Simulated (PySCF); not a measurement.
# Ionising GePb

UHF-CCSD; PySCF, scalar-relativistic core potentials, basis sets Ge def2-SVP, Pb def2-SVP with ECP60. Neutral (UHF): triplet (π ↑↑), Re = 2.662 Å, ωe = 211 cm⁻¹, De = 1.84 eV.

GePb⁺ (UHF): quartet (σ ↑, π ↑↑), Re = 2.695 Å, ωe = 187 cm⁻¹. The energies at the minima are -2267.20203 hartree for GePb and -2266.95521 for GePb⁺.

Question: Work out the adiabatic ionisation energy, without and with harmonic zero-point energies (1 hartree = 27.2114 eV, 1 eV = 8065.5 cm⁻¹), and the change of the bond length.

Answer: At UHF-CCSD: 0.24682 hartree = 6.716 eV between the minima; the zero-point term (187.0 − 211.0)/2 cm⁻¹ = -0.001 eV makes it 6.715 eV. Re changes by +3.3 pm against the neutral. The electron leaves a σ orbital, and the longer bond of the ion fits a bonding orbital, or a change in how ionic the bond is.

Correlated steps freeze 13 core orbitals. Correlated levels converge slowly with the basis: in double zeta they bind strong bonds too weakly, by up to about 1 eV, and carry superposition errors of some tenths. These are scalar-relativistic numbers at best; spin–orbit coupling would shift them, the dissociation energy most. States were picked by a PBE0 search and need not be the measured ground states.
